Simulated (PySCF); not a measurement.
**IrCl₂: from structure and modes to constants**

Computed with UPBE0/[Ir def2-SVP with ECP60, Cl def2-SVP], scalar-relativistic core potentials, density fitting, no spin–orbit coupling, PySCF.

The quartet minimum has D∞h symmetry. Masses (u): Ir 192.96292, Cl 34.96885.

```xyz
3
charge 0 multiplicity 4, angstrom
Ir    0.0000    0.0000    0.0000
Cl    0.0000    0.0000    2.2116
Cl    0.0000    0.0000   -2.2116
```

Harmonic wavenumbers (cm⁻¹): 69.8 (πu, ×2), 395.6 (σg+, ×1), 415.3 (σu+, ×1).

Find the principal moments of inertia and the rotational constants. What kind of rotor is it?

About the centre of mass I = 342.08 u Å². With B = 16.8576/I this gives 0.04928 cm⁻¹. The molecule is linear.

Find the vibrational entropy and heat capacity at 298.15 K.

With u = 1.43878 ω/T, each mode gives S = R[u/(eᵘ−1) − ln(1−e⁻ᵘ)] and C = R u² eᵘ/(eᵘ−1)².
```csv
ω (cm⁻¹),u,S (J/(mol K)),C (J/(mol K))
69.8 (×2),0.337,17.40,8.24
395.6,1.909,4.10,6.19
415.3,2.004,3.80,6.01
```
The sums over all modes are S = 42.7 and C = 28.7 J/(mol K); the softest mode gives 41 % of the entropy (each member, where degenerate).

Give the standard entropy (298.15 K, 1 bar) by its translational, rotational, vibrational and spin parts, and Cp.

Sackur–Tetrode with M = 262.90 u gives 178.3; rotation with symmetry number 2 gives 71.9; vibration 42.7; spin R ln 4 = 11.5. The total is 304.5 J/(mol K), and Cp = 7/2 R + 28.7 = 57.8 J/(mol K).

Only a few start shapes were tried, so a lower isomer may exist. Other spin states or occupations of the open shell can lie lower. With an element this heavy the missing spin–orbit coupling can shift these numbers.
